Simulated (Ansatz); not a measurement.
# C4H6N2SSi: where a starting geometry ends

The starting geometry of this gas-phase singlet was optimised with GFN2-xTB.

```xyz
14

C    -0.0543    0.9805    0.4639
C     0.0741    1.1081    1.8582
C    -0.2960    0.0235    2.6122
C    -0.7664   -1.1134    1.9339
N    -0.8613   -1.1686    0.6265
N    -0.5123   -0.1432   -0.0884
S     0.3283    2.1686   -0.6996
Si   -0.3186    0.7164   -2.2427
H     0.6586   -0.3548   -2.2930
H    -1.7582    0.5671   -2.1399
H    -0.0637    1.5811   -3.4082
H     0.4479    2.0248    2.2858
H    -0.2329    0.0348    3.6892
H    -1.0757   -2.0029    2.4616
```

Question: Predict what becomes of its bonds when it is optimised with PBE-D3(BJ)/def2-SVP.

Answer: It keeps its bonds, and is `[SiH3]Sc1cccnn1`.

The energy falls by 0.30 eV over 11 steps:

```
step  E − E(last) (eV)
   1             0.305
   2             0.053
   3             0.026
   4             0.017
   5             0.010
   7             0.001
   8             0.000
   9             0.000
  10             0.000
  11             0.000
```

Final geometry (Å):

```tsv
atom	x (Å)	y (Å)	z (Å)
C	-0.0848	0.9032	0.5007
C	0.0706	1.0952	1.8931
C	-0.2875	0.0263	2.7076
C	-0.7695	-1.1454	2.0888
N	-0.8963	-1.2709	0.7597
N	-0.5557	-0.2542	-0.0160
S	0.3087	2.1231	-0.7042
Si	-0.2800	0.8426	-2.4030
H	0.5998	-0.3556	-2.5833
H	-1.7456	0.5386	-2.4443
H	0.0240	1.8162	-3.5173
H	0.4548	2.0427	2.2976
H	-0.1991	0.0877	3.8029
H	-1.0698	-2.0274	2.6772
```

No frequencies were run, so the end isn't proven a minimum. Run with Ansatz 0.2.0, 22 s on 4 threads of Arm Neoverse V1 (shared host).
